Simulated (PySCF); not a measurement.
# What a mistake does to a calculation on AlBCH2O

Calculated results; nothing here was measured. They come from PySCF 2.14.0, an open-source quantum chemistry program, on an isolated molecule that a program drew, which may never have been made. The molecule is AlBCH2O (charge 0, singlet), drawn as the SMILES string `O=B[CH2][Al]`.

Each row is a Hartree-Fock (HF) and frozen-core CCSD(T) single point in the cc-pV(D+d)Z basis, meant for a local HF minimum. Run 1 is clean. Each other run has one planted mistake out of seven kinds, and not every kind appears here: one electron removed, one electron added, multiplicity raised by two, geometry at a saddle point, minimal basis STO-3G, one bond length entered in bohr, all coordinates scaled. The reference is restricted for singlets and unrestricted otherwise, and also for a bond in bohr. Adding or removing an electron swaps singlet and doublet. Electrons count all cores. HOMO and LUMO are orbital energies over both spins, the gradient is its largest component, and the lowest frequency (negative if imaginary) is given only where the gradient is small. Bond lengths are over the 5 bonds as drawn. T1 is the CCSD diagnostic: over 0.02 (restricted) or 0.045 (unrestricted) a single reference is doubtful.

Geometry of the clean run:
```xyz
6
AlBCH2O, angstrom
O    -1.5474    0.1330   -2.0167
B    -1.3337   -0.8316   -1.3460
C    -0.9846   -2.0754   -0.5330
Al    0.7831   -2.9861   -1.0019
H    -1.7836   -2.8196   -0.6573
H    -0.9472   -1.8074    0.5321
```

```
run  electrons  basis functions  <S^2>  HOMO (eV)  LUMO (eV)  gradient (hartree/bohr)  lowest frequency (cm^-1)  mean bond (Å)  longest bond (Å)      T1  HF (hartree)  CCSD(T) (hartree)                          mistake
  1         34               75  0.000      -8.38       0.70                  2.3e-05                       115         1.3923             2.043  0.0174    -380.55457         -381.04246                         no fault
  2         34               75  0.898      -8.74       0.23                  1.9e-02                         -         1.5879             2.077  0.0675    -380.43570         -380.91687  one bond length entered in bohr
  3         34               26  0.000      -4.62       9.05                  2.2e-02                         -         1.3923             2.043  0.0187    -375.82294         -376.04963                                ?
  4         34               75  0.000      -8.65       0.43                  1.3e-01                         -         1.5301             2.245  0.0222    -380.50492         -381.01117                                ?
```

**Which mistake was planted in run 3, and what did it cost?**

It has 26 basis functions where the clean run has 75, with the same electrons and geometry. So the mistake is: minimal basis STO-3G. Subtracting run 1 and multiplying by 627.51 kcal/mol a hartree, the energy moved by 2969.1 kcal/mol in HF and 3133.0 kcal/mol in CCSD(T).

**Which mistake was planted in run 4, and what did it cost?**

The mean and the longest bond both change by the same factor, 1.099, and the gradient is no longer small. So the mistake is: all coordinates scaled. Subtracting run 1 and multiplying by 627.51 kcal/mol a hartree, the energy moved by 31.2 kcal/mol in HF and 19.6 kcal/mol in CCSD(T).

Cautions from the logs. Run 2: T1 is over the limit, so its CCSD(T) energy is less reliable; run 4: T1 is over the limit, so its CCSD(T) energy is less reliable.
